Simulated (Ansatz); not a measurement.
```yaml
crystal:
  periodic: [false, false, false]
  atoms:
    - {symbol: Si, position_ang: [-0.721305, 2.118915, -0.179421]}
    - {symbol: N, position_ang: [0.066712, 0.390928, 0.350222]}
    - {symbol: Si, position_ang: [1.262868, -0.180398, 1.378371]}
    - {symbol: Si, position_ang: [-0.593100, -0.918533, -1.345698]}
    - {symbol: H, position_ang: [-1.222062, 1.706048, -1.218682]}
    - {symbol: H, position_ang: [1.467314, 1.165326, 2.572620]}
    - {symbol: H, position_ang: [2.425451, -0.474109, 0.885016]}
    - {symbol: H, position_ang: [0.521622, -1.056227, 2.194704]}
    - {symbol: H, position_ang: [-2.316066, -0.723085, -0.878442]}
    - {symbol: H, position_ang: [-0.035090, -0.366024, -2.649961]}
    - {symbol: H, position_ang: [0.173003, -2.006498, -0.720169]}
basis:
  gaussian: {orbitals: aug-cc-pVTZ, final_grid: {core_spheres: 1, valence_spheres: 1, degree: 5}}
hamiltonian: {xc: {name: r2SCAN}}
output: {forces: true}
```

```sh
$ ansatz run in.yaml --threads 2 --pin off --events-out ev --progress --plain --max-ram 32768MiB --backend cuda --devices 0, --max-vram 18GiB
```

It prints (some lines left out):

```
Functional definition: r2SCAN
1655 factors; their error is unknown
mean field evaluation 1: about -25216.3926 eV, gradient 7.8e1 eV
mean field evaluation 2: about -25061.7988 eV, gradient 1.7e2 eV
mean field evaluation 4: about -25229.5638 eV, gradient 1.3e1 eV
mean field evaluation 8: about -25230.1236 eV, gradient 1.1e-1 eV
mean field evaluation 16: about -25205.1554 eV, gradient 1.1e0 eV
mean field evaluation 32: about -25210.6905 eV, gradient 1.4e-4 eV
a density is far from that of the atoms, so the factors are made again for it
2509 factors; integrals over basis functions are off by at most 9.4e-4 eV
mean field -25210.66986912 eV, -926.4750292842 hartree, gradient 1.8e-5 eV, S^2 0.000000; 0 other end points of the search recorded, 0 dependent functions left out
reference -25210.66989002 eV, -926.4750300525 hartree; 28, 28 occupied and 329, 329 virtual orbitals, 2509 factors
Total energy: -25210.66989002 eV, -926.4750300525 hartree
Atom 0 at    -0.721305     2.118915    -0.179421 Å, force    10.740538     6.174475     8.097564 eV/Å
Atom 1 at     0.066712     0.390928     0.350222 Å, force   -12.408389   -25.549405     4.547271 eV/Å
Atom 2 at     1.262868    -0.180398     1.378371 Å, force    -7.650196    15.976398    -1.508777 eV/Å
Atom 3 at    -0.593100    -0.918533    -1.345698 Å, force     6.942279     7.792436    -1.095503 eV/Å
Atom 4 at    -1.222062     1.706048    -1.218682 Å, force    -2.745208    -4.058477    -7.527108 eV/Å
Atom 5 at     1.467314     1.165326     2.572620 Å, force     0.654345    -2.118458    -2.453772 eV/Å
Atom 6 at     2.425451    -0.474109     0.885016 Å, force     4.639456    -2.032846    -0.869397 eV/Å
Atom 7 at     0.521622    -1.056227     2.194704 Å, force     2.411859     2.621495    -1.455942 eV/Å
Atom 8 at    -2.316066    -0.723085    -0.878442 Å, force     2.760662    -0.414775     0.684311 eV/Å
Atom 9 at    -0.035090    -0.366024    -2.649961 Å, force    -2.274182    -1.527886     2.614095 eV/Å
Atom 10 at     0.173003    -2.006498    -0.720169 Å, force    -3.071164     3.137044    -1.032743 eV/Å
Dipole moment:    -1.084853    -0.250464     0.035293 e Å
```

**Question.** Something in this input is off. What?

**Answer.** The integration grid is far too coarse. Self-consistency was reached. The result belongs to that input, not to the molecule as meant.
